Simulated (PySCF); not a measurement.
AlH2, charge +1. Atoms are numbered in the order given.

```xyz
3

Al     0.0000     0.0000     0.0000
H      0.0000     0.0000    -1.5497
H      0.0000     0.0000     1.5497
```
Charge +1, spin multiplicity 1.

The structure is a stationary point at B3LYP-D3(BJ)/def2-TZVPD. The multiplicity is an assumed one; other spin states were not compared. The isomer is the one that the SMILES or the coordinates give; other isomers of the formula were not compared.

Calculation: M06-2X/def2-TZVPD (PySCF).

Mulliken values depend strongly on the basis, most of all with diffuse functions as here. Atomic charges (e):

| atom | Mulliken | meta-Löwdin |
|---|---|---|
| Al1 | 0.61 | 0.98 |
| H2 | 0.20 | 0.01 |
| H3 | 0.20 | 0.01 |
